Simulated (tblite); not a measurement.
Species: C6H17PSi.
SMILES with atom numbers: `[CH3:1][CH2:2][CH2:3][CH2:4][P:5]([SiH3:6])[CH2:7][CH3:8]` (hydrogens: H9, H10, H11 on C1; H12, H13 on C2; H14, H15 on C3; H16, H17 on C4; H18, H19, H20 on Si6; H21, H22 on C7; H23, H24, H25 on C8)

Cartesian coordinates in Å at the GFN2-xTB level; atoms count from 1:
```xyz
25
C6H17PSi angstrom
C      3.5558    0.6194   -0.0158
C      2.3397   -0.2859   -0.1594
C      1.3062   -0.0310    0.9322
C      0.0620   -0.8999    0.7681
P     -0.7945   -0.6737   -0.8760
Si    -2.6565   -1.8398   -0.4589
C     -1.4152    1.0803   -0.7472
C     -2.1516    1.4846    0.5224
H      3.2605    1.6660   -0.0577
H      4.2690    0.4332   -0.8153
H      4.0528    0.4428    0.9363
H      1.8664   -0.1176   -1.1313
H      2.6522   -1.3320   -0.1216
H      1.0211    1.0242    0.9153
H      1.7505   -0.2343    1.9116
H     -0.6384   -0.7123    1.5868
H      0.3439   -1.9568    0.8082
H     -2.3219   -3.2370   -0.7310
H     -3.6890   -1.3726   -1.3850
H     -3.1943   -1.7634    0.9061
H     -2.0681    1.2133   -1.6156
H     -0.5485    1.7319   -0.9000
H     -2.4776    2.5209    0.4414
H     -3.0287    0.8600    0.6794
H     -1.5069    1.4039    1.3947
```

Computed values, GFN2-xTB/tblite, gas phase, harmonic and unscaled. The method is semi-empirical: single wavenumbers can be off by several per cent or more. Modes of hydrogen on silicon can be 10 to 20 % off. One conformer, not necessarily the lowest.

Harmonic wavenumbers (cm⁻¹): 38.7, 69.6, 77.7, 85.1, 102.2, 132.8, 173.0, 188.1, 230.6, 241.4, 276.5, 289.5, 343.1, 453.7, 462.1, 499.9, 519.4, 646.1, 699.3, 736.5, 757.7, 771.4, 783.0, 813.1, 815.8, 907.4, 930.2, 1000.5, 1016.8, 1051.0, 1052.8, 1070.3, 1090.0, 1119.4, 1192.2, 1223.1, 1234.4, 1266.4, 1275.3, 1283.4, 1302.1, 1367.5, 1407.5, 1415.9, 1450.7, 1456.1, 1489.5, 1495.5, 1497.8, 1505.1, 1506.8, 1507.2, 2201.4, 2253.0, 2269.6, 2925.4, 2927.2, 2936.5, 2945.1, 2948.2, 2954.9, 2966.5, 2977.0, 3008.1, 3024.4, 3027.1, 3029.3, 3035.1, 3038.2.

A = 2184, B = 698.4, C = 613.0 MHz; mass 148.084 u (most abundant isotopes); point group C1, symmetry number 1.

Task: Zero-point energy?

Result: Half the sum of the wavenumbers: 46394 cm⁻¹ = 555.00 kJ/mol.

Task: Give the ideal-gas entropy at 350 K and 1 bar in the rigid-rotor, harmonic-oscillator model (classical rotation).

Result: Translation 174.52, rotation 128.44, vibration 205.39: S = 508.3 J/(mol K).

Task: And Cp and H(350 K) − H(0)?

Result: Cp = 229.56 J/(mol K), of which vibrations give 196.30 (their classical limit is 69 R = 573.7); H(350 K) − H(0) = 47.97 kJ/mol without the zero-point energy, 36.33 from vibrations.

Task: What must be added to the electronic energy to get the Gibbs energy at 350 K and 1 bar?

Result: ZPE + [H(350 K) − H(0)] − T·S = 555.00 + 47.97 − 177.92 = 425.05 kJ/mol.

Task: Which modes carry the vibrational entropy at 350 K?

Result: 38.7 cm⁻¹: 23.61; 69.6 cm⁻¹: 18.75; 77.7 cm⁻¹: 17.84; 85.1 cm⁻¹: 17.09; 102.2 cm⁻¹: 15.59; 132.8 cm⁻¹: 13.45 J/(mol K); the other 63 give 99.07 together.

Task: How do the functions run with temperature in this model?

Result: 
```
 T (K)  S (J/(mol K))  Cp (J/(mol K))  H − H(0) (kJ/mol)  G − H(0) (kJ/mol)  ln q(vib)
    50          259.2            68.3               2.36             -10.60       0.84
   100          317.5           101.8               6.66             -25.09       2.74
298.15          473.8           202.5              36.76            -104.49      10.35
373.15          523.4           241.4              53.42            -141.90      13.04
   500          602.5           300.3              87.88            -213.37      17.46
   750          741.8           386.8             174.49            -381.86      25.75
  1000          861.6           445.6             278.99            -582.65      33.44
```

q(vib) and H(0) count from the zero-point level.

Task: Blend soft modes into free rotors: weight 1/[1 + (100 cm⁻¹/ν̃)⁴] for the oscillator and the rest for a rotor with moment μB/(μ + B), μ = h/(8π²ν), B = 10⁻⁴⁴ kg m². What vibrational entropy results?

Result: 187.14 J/(mol K) in place of 205.39, which changes −T·S at 350 K by +6.39 kJ/mol.

Hindered rotation and anharmonicity are outside this model. Other conformers, if any are populated, would add a mixing term that is left out. The structure is chiral; the term R ln 2 for an equal mix with its mirror image is left out.
